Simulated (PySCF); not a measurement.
r2SCAN on Te- (tellurium, charge -1), [Kr] 4d10 5s2 5p5, 2P determinant. All numbers are calculated (PySCF 2.14, scalar relativity through the core potential, in def2-QZVPPD with the def2 core potential (28 electrons) (8s7p5d4f1g, 91 functions)).

```
cycle= 1 E= -268.163870774737  delta_E= -0.00902  |g|= 0.0237  |ddm|= 0.224
cycle= 2 E= -268.163962840519  delta_E= -9.21e-05  |g|= 0.0259  |ddm|= 0.0784
cycle= 3 E= -268.164421293731  delta_E= -0.000458  |g|= 0.00507  |ddm|= 0.0375
cycle= 4 E= -268.164428796917  delta_E= -7.5e-06  |g|= 0.00101  |ddm|= 0.00507
cycle= 5 E= -268.164430546842  delta_E= -1.75e-06  |g|= 0.000223  |ddm|= 0.00309
cycle= 6 E= -268.164430661602  delta_E= -1.15e-07  |g|= 5.41e-05  |ddm|= 0.000866
cycle= 7 E= -268.164430671742  delta_E= -1.01e-08  |g|= 8.05e-06  |ddm|= 0.000321
cycle= 8 E= -268.164430671985  delta_E= -2.44e-10  |g|= 8.44e-07  |ddm|= 5.78e-05
converged SCF energy = -268.164430671985  <S^2> = 0.75708113  2S+1 = 2.0070686
```

Highest occupied orbital energy: 0.577 eV; ⟨L²⟩ = 2.04; populations by l: s 4.00, p 11.00, d 10.00, f 0.00.

**Question.** Can this result be used?

**Answer.** With care. Self-consistency was reached. Energies and moments cover only the electrons outside the core potential. At r2SCAN the highest occupied level has a positive energy, so only the finite basis holds that electron; in a semilocal or global hybrid functional this comes from self-interaction and does not mean that the real anion is unbound.
